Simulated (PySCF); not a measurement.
IIn, SMILES [In][I] (connectivity only; charge and spin as stated), charge +1, multiplicity 2.

Coordinates come from a PBE0-D3(BJ)/def2-TZVP optimisation. The spin state was assumed, not searched. The def2 effective core potentials stand for the cores of I, In; spin–orbit coupling is left out.

Calculation: PySCF with PBE0-D3(BJ)/def2-TZVP.

Frequencies are harmonic and unscaled.

```json
[
 {"mode": "1", "ν (cm⁻¹)": "80", "IR (km/mol)": "16.9", "moving atoms (share of kinetic energy)": "In 52 %, I 48 %"}
]
```
